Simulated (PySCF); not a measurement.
Calculations on `F[C@H]1CC[Se]1`, in the order of a workflow; each names the level of the geometry that it ran on. Settings lines and outputs come from a driver script.

Compound: C₃H₅FSe.
Numbering: `[F:1][C@H:2]1[CH2:3][CH2:4][Se:5]1` (hydrogens: H6 on C2; H7, H8 on C3; H9, H10 on C4)

Step 1: PBE0-D3(BJ)/def2-SVP geometry optimisation, gas phase (PySCF 2.14.0) (from the GFN2-xTB geometry)
```json
{"job": {"xc": "PBE0", "basis": "def2-SVP", "d3": "d3bj", "grid": 1, "kind": "geom"}, "charge": 0, "multiplicity": 1}
```
```
step   0  E = -2617.72732976  max force = 0.011410
step   1  E = -2617.72742789  max force = 0.007201
step   2  E = -2617.72799480  max force = 0.002003
step   3  E = -2617.72806557  max force = 0.000757
step   4  E = -2617.72809025  max force = 0.000620
step   5  E = -2617.72813737  max force = 0.001178
step   6  E = -2617.72816017  max force = 0.001005
step   7  E = -2617.72816992  max force = 0.000433
optimisation converged
```

Final energy -2617.72817 Eh after 7 steps; dipole 2.29 D. Energies in Eh; «max force» is the largest Cartesian gradient component in Eh/bohr.

Hardware: an Arm Neoverse V2 with one thread, shared host. Cost: 39 s of wall time.

Step 2: TDDFT wB97X-D/def2-SVPD, vertical, gas phase, core orbitals frozen in the response (PySCF 2.14.0, density-fitted response routines) (on the PBE0-D3(BJ)/def2-SVP geometry)
```json
{"job": {"kind": "uv", "xc": "wB97X-D", "basis": "def2-SVPD", "ip": true}, "charge": 0, "multiplicity": 1}
```
```
...
Static polarisability (au): isotropic 62.761, principal 53.733 63.304 71.245
Singlet excitations
state   eV       nm        f      main configurations
  1   3.9972    310.2   0.00012   H->L 0.94
  2   5.9191    209.5   0.02530   H->L+1 0.78, H->L+2 0.11
  3   6.3308    195.8   0.04999   H-1->L 0.91
  4   6.4776    191.4   0.05311   H->L+2 0.81, H->L+1 0.10
  5   6.7964    182.4   0.04896   H->L+3 0.88
  6   7.3878    167.8   0.02761   H->L+4 0.67, H-2->L 0.20
  7   7.4732    165.9   0.01044   H-2->L 0.59, H->L+4 0.17
  8   7.7544    159.9   0.00750   H->L+5 0.52, H->L+7 0.27, H->L+1 0.10
  9   7.8957    157.0   0.04111   H-1->L+1 0.29, H->L+7 0.26, H->L+6 0.14
 10   8.0731    153.6   0.04019   H-1->L+1 0.29, H-3->L 0.17, H->L+5 0.17
Triplet excitations (Tamm-Dancoff, eV): 3.5565 5.3450 5.3914 6.2264
Vertical ionisation energy (delta-SCF) = 8.7445 eV
```

HOMO -8.34 eV, LUMO 0.86 eV; lowest singlet 4.00 eV; lowest triplet 3.56 eV (Tamm–Dancoff); mean polarisability 62.8 au.

Hardware: an Arm Neoverse V2 with one thread, on a shared host. Cost: 39 s.

Step 3: delta-SCF UKS SCAN, pcX-2 on the ionised atom, pcseg-1 elsewhere, spin-free X2C (PySCF 2.14.0) (on the PBE0-D3(BJ)/def2-SVP geometry)
```json
{"job": {"kind": "xps"}, "charge": 0, "multiplicity": 1}
```
```
...
ground state, core basis on atom 0 (F), 139 functions
  E(ground) = -2640.66049194 Eh
hole in F 1s of atom 0
  E(ion) = -2615.20703730 Eh   <S^2> = 0.7575   hole on atom = 1.000   binding energy = 692.624 eV
ground state, core basis on atom 1 (C), 139 functions
  E(ground) = -2640.62052633 Eh
hole in C 1s of atom 1
  E(ion) = -2629.84160085 Eh   <S^2> = 0.7798   hole on atom = 1.000   binding energy = 293.310 eV
ground state, core basis on atom 2 (C), 139 functions
  E(ground) = -2640.61499808 Eh
hole in C 1s of atom 2
  E(ion) = -2629.90782860 Eh   <S^2> = 0.7701   hole on atom = 1.000   binding energy = 291.357 eV
ground state, core basis on atom 3 (C), 139 functions
  E(ground) = -2640.61545575 Eh
hole in C 1s of atom 3
  E(ion) = -2629.91078747 Eh   <S^2> = 0.7738   hole on atom = 1.000   binding energy = 291.289 eV
```

F1s of F1 692.62 eV; C1s of C2 293.31 eV; C1s of C3 291.36 eV; C1s of C4 291.29 eV. SCF cycles are left out; they run on a coarse grid, and E(ground) and E(ion) are re-evaluated on a finer one. The log counts atoms from 0, this text from 1.

Time: 29 s. Hardware: one thread of an Arm Neoverse V2, no GPU, on a shared host.

Geometry of the electronic-property runs (PBE0-D3(BJ)/def2-SVP):
```
atom  x, y, z in Å
F1    -1.820    0.914   -1.083
C2    -0.753    0.853   -0.252
C3    -0.388   -0.553    0.207
C4     1.137   -0.455    0.107
Se5    1.028    1.115   -1.086
H6    -0.905    1.584    0.558
H7    -0.788   -0.846    1.191
H8    -0.779   -1.249   -0.549
H9     1.626   -0.183    1.052
H10    1.649   -1.321   -0.335
```

One conformer stands for the species.

The pairwise dispersion term of wB97X-D wasn't added to the energies; at a given geometry it leaves orbitals and properties as they are.
